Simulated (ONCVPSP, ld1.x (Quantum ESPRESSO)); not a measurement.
**Potentials for Co compared**

Generated with ld1.x 7.5 (TM, RRKJ, ultrasoft, PAW), atompaw 4.2 or ONCVPSP 4.0.1. The cutoff is in Ry: for ld1.x and atompaw files where the sum of valence levels is converged to 10 mRy in a Bessel basis, for ONCV files where the hardest occupied wave has 1 mHa per electron of residual kinetic energy. The error is the largest all-electron minus pseudo excitation energy over each file’s own four to seven test configurations (ionisations up to +4, promotions, holes and added fractions of an electron), all of which were solved. The labels leave out finer settings (local radius, basis sizes, second energies), which also bear on the numbers. Spin-polarised tests are not counted. The rows are a selection from randomly drawn settings: files with unsolved tests, undetermined cutoffs or missed reference levels are left out.

```csv
potential,cutoff (Ry),largest error (meV),bound ghosts
"TM, PBE, scalar-relativistic, rc 2.30/2.05/1.75 (spd), local s, core correction yes, reference 3d7 4s2 4p0",90,-401,none
"ONCV, PBE, scalar-relativistic, rc 1.20/0.80/1.75 (spd), local smoothed, core correction yes, reference 3s2 3p6 3d6, qcut 8.9/9.6/9.8, projectors 2/1/2",105,+142,none
"ONCV, PBE, fully relativistic, rc 1.35/0.75/0.90 (spd), local smoothed, core correction yes, reference 3s2 3p6 3d7 4s1, qcut 9/11.1/18.3, projectors 2/2/2",248,+0.7,none
"ONCV, PBEsol, scalar-relativistic, rc 1.55/1.25/0.95 (spd), local smoothed, core correction yes, reference 3s2 3p6 3d7 4s1.5 4p0.5, qcut 7.4/8.9/13.1, projectors 2/3/2",164,-288,none
"ONCV, PBE, scalar-relativistic, rc 1.55/0.75/0.80 (spd), local smoothed, core correction yes, reference 3s2 3p6 3d7 4s1, qcut 5.9/10.8/13.8, projectors 2/1/2",342,-3.0,none
```

Problem. Fill in the row for Co: ONCV, LDA (Perdew-Wang 92), non-relativistic, rc 1.00/0.90/1.60 (spd), local smoothed, core correction yes, reference 3s2 3p6 3d7, qcut 12.8/7.7/8.4, projectors 2/1/3.

Solution. cutoff 116 Ry, largest error +162 meV, bound ghosts: none.
